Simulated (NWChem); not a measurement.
CH₅AlFN; SMILES C[NH][AlH][F]

```xyz
9

Al     0.4465    -0.6515     0.0000
F     -0.3848    -2.0892     0.0000
H      2.0222    -0.6475     0.0000
N     -0.4929     0.8545     0.0000
C      0.0155     2.2223     0.0000
H     -1.5071     0.8229     0.0000
H     -0.3053     2.7852     0.8884
H     -0.3053     2.7852    -0.8884
H      1.1111     2.2107     0.0000
```
Atoms are numbered in this order, from 1.

The geometry was optimised at B3LYP/6-31G* (spherical d).

Symmetry labels are those of Cs in the frame above (b1 and b2, or b-type labels, depend on it).

**Question.** List the 4 lowest vertical singlet excitations and the 4 lowest triplet ones from Hartree-Fock/6-31+G* (spherical d), TDHF (NWChem).

**Answer.** 
```tsv
state	energy (eV)	oscillator strength	symmetry	leading excitation (squared amplitude)
S1	6.67	0.036	a"	HOMO → LUMO+1 (0.70)
S2	7.23	0.104	a'	HOMO → LUMO (0.80)
S3	7.85	0.034	a"	HOMO → LUMO+2 (0.48)
S4	8.25	0.001	a"	HOMO → LUMO+2 (0.28)
T1	5.69	spin-forbidden	a'	HOMO → LUMO (0.57)
T2	6.00	spin-forbidden	a"	HOMO → LUMO+1 (0.58)
T3	7.46	spin-forbidden	a"	HOMO → LUMO+2 (0.35)
T4	7.73	spin-forbidden	a"	HOMO−1 → LUMO (0.52)
```
